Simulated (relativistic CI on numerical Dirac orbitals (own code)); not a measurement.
Hyperfine structure of Mo XXXIII, mass number 97

Method of calculation: Dirac-Coulomb-Breit CI, KLI orbitals optimised for each configuration, model QED (radiative potential, 1s self-energy scaled to tabulated hydrogen-like ionisation energies), unscaled Slater integrals (own radial code, finite nucleus).

CI space (outside the closed core 1s2): 2s2 2p6, 2s2 2p5 3s, 2s2 2p5 3p, 2s2 2p5 3d, 2s 2p6 3s, 2s 2p6 3p, 2s 2p6 3d, 2s2 2p5 4s, 2s2 2p5 4p, 2s2 2p5 4d, 2s2 2p5 4f, 2s 2p6 4s, 2s 2p6 4p, 2s 2p6 4d, 2s2 2p4 3s2, 2s 2p6 4f. Levels of other configurations are missing.

Nuclear spin I = 5/2, μ = -0.9324 μN, Q = 0.255 b (tables of Stone and Pyykkö). The electronic factors are computed for point nuclear moments, without core polarisation or the Bohr-Weisskopf and QED corrections.

| Level | E (eV) | A (GHz) | B (GHz) |
| --- | --- | --- | --- |
| 2s2 2p5 3s 3P°_2 | 2375.91 | -93 | -61 |
| 2s2 2p5 3s 1P°_1 | 2379.93 | -1.798 | -28 |
| 2s2 2p5 3p 3D_2 | 2443.26 | -53.31 | -60.6 |
| 2s2 2p5 3p 3D_3 | 2468.67 | -29.75 | -45.2 |
| 2s2 2p5 3p 1P_1 | 2468.87 | -31.9 | 13.3 |
| 2s2 2p5 3p 3P_2 | 2474.60 | -29.67 | -0.688 |
| 2s2 2p5 3s 3P°_1 | 2487.22 | -253.7 | -2.43 |
| 2s2 2p5 3d 3P°_1 | 2549.92 | -17.39 | 17.5 |

Levels with J = 0, under 50 % of one LS term, or S terms without an open s electron are left out. Small factors come from cancelling terms and can be off by tens of per cent or more.

At this charge energies of transitions that change n are usually good to better than 1 %, and those within a shell (Δn = 0) to a few per cent.

Q: Give the hyperfine levels of 2s2 2p5 3s 3P°_2 relative to its centre of gravity.

A: With K = F(F + 1) − I(I + 1) − J(J + 1), E = AK/2 + B[¾K(K + 1) − I(I + 1)J(J + 1)]/[2I(2I − 1)J(2J − 1)]: F = 1/2: 608.3, F = 3/2: 496.3, F = 5/2: 294.3, F = 7/2: -20.58, F = 9/2: -480.3 GHz.

LS names give the leading component of a level, which can be under half, so a name can repeat, a term be missing and a line seem to break the LS rules.
